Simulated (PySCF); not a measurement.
Isomers of C6H8OS. Theory: PBE0-D3(BJ)/def2-SVP geometry optimisation, gas phase (PySCF 2.14.0). Energies are electronic, without zero-point or thermal terms, for one conformer each. No frequencies were run at this level. Point groups hold within 0.08 Å.

Problem. Rank from lowest to highest electronic energy at this level (kcal/mol).
A. `[CH3:1][S:2][CH2:3][c:4]1[cH:5][cH:6][cH:7][o:8]1` with C1–S2–C3–C4 75°, S2–C3–C4–C5 100°
B. `[CH3:1][O:2][CH2:3][c:4]1[cH:5][cH:6][cH:7][s:8]1` with C1–O2–C3–C4 -66°, O2–C3–C4–C5 -56°

Solution. A (0.0), B (3.9).

```tsv
SMILES	E (Eh)	E rel (kcal/mol)	dipole (D)	point group	A, B, C (MHz)
CSCc1ccco1	-706.01209	0.0	1.27	C1	3967, 1077, 929.8
COCc1cccs1	-706.00583	3.9	0.91	C1	3480, 1188, 1054
```

Problem. How do the relative energies change in single points at PBE0/pcSseg-1 (no added dispersion term) on the same geometries?

Solution. 
```csv
SMILES,PBE0-D3(BJ)/def2-SVP (kcal/mol),PBE0/pcSseg-1 (kcal/mol),shift
CSCc1ccco1,0.0,0.0,0.0
COCc1cccs1,3.9,4.0,+0.1
```

Each column counts from its own lowest isomer. The order is unchanged; the largest shift is 0.1 kcal/mol.
